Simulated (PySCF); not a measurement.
C$_{2}$H$_{5}$Se, doublet, geometry from GFN2-xTB. Base run: PBE/cc-pVDZ (PySCF).

Input for PySCF:
```python
from pyscf import gto, scf, dft, solvent

mol = gto.M(
    atom='''
C    -2.05976265   -0.44086609    0.16109454
C    -0.65273941   -0.99957258    0.22390892
Se    0.71917085    0.37500969   -0.10069029
H    -2.26099881   -0.01312055   -0.81881256
H    -2.77925264   -1.23661931    0.34637811
H    -2.20013544    0.33464946    0.91112874
H    -0.49877523   -1.77098082   -0.53153488
H    -0.43763451   -1.42162607    1.20628954
''',
    basis='cc-pvdz',
    spin=1,
    verbose=4,
)

mf = dft.UKS(mol)
mf.xc = 'pbe'
mf.kernel()
```

The base run was repeated with changes; each row names its change, and settings that it needs were set with it.

| change | ΔE vs base (kJ/mol) | dipole (D) |
|---|---|---|
| base | 0.00 | 1.55 |
| model = IEF-PCM; solvent = dichloromethane; r_probe = 0.5 | -3.36 | 1.83 |
| model = IEF-PCM; solvent = chloroform | -6.52 | 1.95 |
| model = IEF-PCM; solvent = dichloromethane | -7.84 | 2.03 |
| model = IEF-PCM; solvent = water | -9.34 | 2.12 |
| model = IEF-PCM; solvent = dichloromethane; vdw_scale = 1.1 | -10.32 | 2.10 |
| model = IEF-PCM; solvent = dichloromethane; vdw_scale = 1.0 | -13.61 | 2.15 |
| model = ddCOSMO; solvent = dichloromethane | -6.35 | 1.96 |
| model = COSMO; solvent = dichloromethane | -7.83 | 2.02 |
| model = IEF-PCM; solvent = methanol | -9.05 | 2.10 |
| model = IEF-PCM; solvent = dichloromethane; lebedev_order = 11 | -7.60 | 2.02 |
| model = IEF-PCM; solvent = dichloromethane; lebedev_order = 41 | -7.86 | 2.03 |

The base is the gas phase, so ΔE is the electrostatic part of solvation at a fixed geometry, without cavity and dispersion terms.

Open shells are given as the SCF converged; they aren't shown to be the lowest states, and a large step between rows can be another state.
